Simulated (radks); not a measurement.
The ruthenium ion Ru+ inside a hard spherical wall (all orbitals vanish at R), configuration held at [Kr] 4d7 and not refilled when levels cross. Method: scalar-relativistic Kohn-Sham, LDA (Slater exchange, Perdew-Wang correlation), spin-polarised, spherical densities, point nucleus; open shells are filled with parallel spins first (spin-orbit coupling, left out, can overturn this in heavy ions); computed with a radial shooting solver on a logarithmic mesh with Libxc functionals. Eigenvalues in eV for spin up, with the zero of energy where the potential of the charges vanishes at infinity; a dash marks a level that is unbound or too diffuse for the functional's potential to be trusted. A positive occupied level is held by the wall or, in an anion where self-interaction has pushed it up, behind a barrier. The pressure on the wall is -dE/dV.

| R (bohr) | E (hartree) | kinetic (hartree) | e(3d) | e(4s) | e(4p) | e(4d) | e(5s, empty) | e(5p, empty) | pressure (GPa) |
|---|---|---|---|---|---|---|---|---|---|
| free | -4526.04709 | 4679.071 | -280.88 | -84.609 | -54.769 | -13.525 | -11.186 | -6.481 | 0 |
| 12 | -4526.04709 | 4679.071 | -280.88 | -84.609 | -54.769 | -13.525 | -11.186 | -6.479 | < 0.0001 |
| 10 | -4526.04709 | 4679.071 | -280.88 | -84.609 | -54.769 | -13.524 | -11.185 | -6.464 | 0.000168 |
| 8 | -4526.04696 | 4679.072 | -280.87 | -84.597 | -54.757 | -13.514 | -11.162 | -6.336 | 0.00862 |
| 7 | -4526.04633 | 4679.079 | -280.83 | -84.555 | -54.716 | -13.478 | -11.085 | -6.076 | 0.0627 |
| 5 | -4526.02402 | 4679.239 | -279.95 | -83.766 | -53.958 | -12.776 | -9.642 | -3.312 | 3.67 |
| 2.5 | -4523.76372 | 4689.450 | -256.52 | -66.060 | -36.592 | 7.517 | 40.208 | 58.603 | 1910 |
| 2 | -4518.42041 | 4711.050 | -227.86 | -45.406 | -14.424 | 35.036 | 112.95 | 138.59 | 11600 |
| 1.5 | -4494.78729 | 4791.601 | -156.90 | 19.527 | 57.191 | 118.87 | 333.18 | 367.09 | 99600 |
